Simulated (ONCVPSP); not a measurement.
## Ranking ONCV potentials for Cl

All share these settings but for the change named:

ONCVPSP 4.0.1 input, shortened (lines: element, Z, core and valence counts, functional; n l f; lmax; l rc ep ncon nbas qcut; lloc lpopt rc5 dvloc0; l nproj debl; icmod fcfact rcfact), PBEsol, scalar-relativistic:

```
  Cl 17.00    3    2  -116133      upf
    1    0    2.00
    2    0    2.00
    2    1    6.00
    3    0    2.00
    3    1    5.00
    2
    0    1.30    0.00    3    7    3.90
    1    1.05    0.00    4    8    8.00
    2    1.10    0.27    4    7    8.00
    4    4    0.95    1.00
    0    2    2.70
    1    2    0.70
    2    1    2.10
    0    0.00    0.00
```

Cutoff: the first of the cutoffs (Ha) at which the residual kinetic energy of the hardest occupied pseudo-wave falls to 1 and 0.1 mHa per electron; the density cutoff is not measured.

The base gives 72 Ha.

Of 7 variants that were run, those that failed, showed a ghost or another fault, or gave nearly equal values are left out.

Rank these variants from softest to hardest (loose cutoff).
A. all radii scaled by about 1.30 (s 1.70, p 1.36, d 1.44 bohr); local potential polynomial inside 1.24 bohr (lpopt 4, dvloc0 1 Ha)
B. all radii scaled by about 1.16 (s 1.50, p 1.22, d 1.28 bohr); local potential polynomial inside 1.10 bohr (lpopt 4, dvloc0 1 Ha)
C. all radii scaled by about 1.22 (s 1.58, p 1.28, d 1.34 bohr); local potential polynomial inside 1.16 bohr (lpopt 4, dvloc0 1 Ha)

A (17 Ha), C (35 Ha), B (50 Ha).
